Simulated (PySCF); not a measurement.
Species: nonacarbon, C9 (singlet state).
Numbering: `[C:1]=[C:2]=[C:3]=[C:4]=[C:5]=[C:6]=[C:7]=[C:8]=[C:9]`

All values: PBE0/pcSseg-1 and CAM-B3LYP/def2-SVPD (PySCF, non-relativistic), on one gas-phase PBE0-D3(BJ)/def2-SVP geometry that isn't relaxed in the solvent. The solvent is an IEF-PCM continuum (van der Waals radii × 1.2). The model holds no explicit solvent molecules, cavitation or dispersion.

Gas phase at PBE0/pcSseg-1: HOMO -8.14 eV, LUMO -5.22 eV, dipole 0.01 D.

**Question.** What does the continuum do to the energy, the frontier levels and the dipole at PBE0/pcSseg-1 in acetone?

**Answer.** 
```tsv
solvent	ε	E(solvent) − E(gas) (kcal/mol)	polarisation term (kcal/mol)	distortion of the solute (kcal/mol)	HOMO (eV)	LUMO (eV)	dipole (D)
acetone	20.49	-5.34	-7.58	2.24	-7.88	-4.97	0.01
```

The first energy column is the sum of the next two and covers electrostatics alone. Charge and dipole vanish, so a point-dipole model would give no lowering at all.

**Question.** Which IAO charges (PBE0/pcSseg-1) respond most in acetone (means over atoms taken as equivalent)?

**Answer.** 
```tsv
atoms	environment	gas (e)	solvent (e)	change
C1/C9	carbon bonded to C	-0.023	-0.093	-0.070
C5	central carbon of cumulated double bonds	+0.150	+0.180	+0.030
C4/C6	central carbon of cumulated double bonds	-0.086	-0.059	+0.027
C3/C7	central carbon of cumulated double bonds	+0.177	+0.195	+0.018
C2/C8	central carbon of cumulated double bonds	-0.143	-0.133	+0.010
```

**Question.** Which Mayer bond orders change most in acetone?

**Answer.** 
```tsv
bond	length (Å)	gas	solvent	change
C1–C2	1.292	2.234	2.418	+0.184
C8–C9	1.291	2.235	2.419	+0.184
C7–C8	1.296	1.072	1.029	-0.043
C2–C3	1.295	1.072	1.030	-0.042
C4–C5	1.283	1.344	1.319	-0.025
C5–C6	1.283	1.344	1.319	-0.025
C3–C4	1.278	1.378	1.380	+0.002
C6–C7	1.278	1.378	1.380	+0.002
```

Gas phase at CAM-B3LYP/def2-SVPD: HOMO -9.02 eV, LUMO -4.43 eV, dipole 0.01 D.

**Question.** What does the continuum do to the energy, the frontier levels and the dipole at CAM-B3LYP/def2-SVPD in acetone?

**Answer.** 
| solvent | ε | E(solvent) − E(gas) (kcal/mol) | polarisation term (kcal/mol) | distortion of the solute (kcal/mol) | HOMO (eV) | LUMO (eV) | dipole (D) |
| --- | --- | --- | --- | --- | --- | --- | --- |
| acetone | 20.49 | -6.18 | -8.83 | 2.65 | -8.76 | -4.17 | 0.02 |

**Question.** How does the static polarisability (CAM-B3LYP/def2-SVPD, frozen core, with the continuum's full static response) change?

**Answer.** 
| medium | isotropic (au) | principal values (au) | ⟨r²⟩ of the electrons (bohr²) |
| --- | --- | --- | --- |
| gas | 209.4 | 56.2, 56.2, 515.8 | 2271.7 |
| acetone | 396.6 | 72.5, 72.5, 1044.8 | 2286.7 |

The isotropic value in acetone is 1.89 times the gas-phase one; no cavity-field correction is applied. ⟨r²⟩ is taken about the centre of nuclear charge.
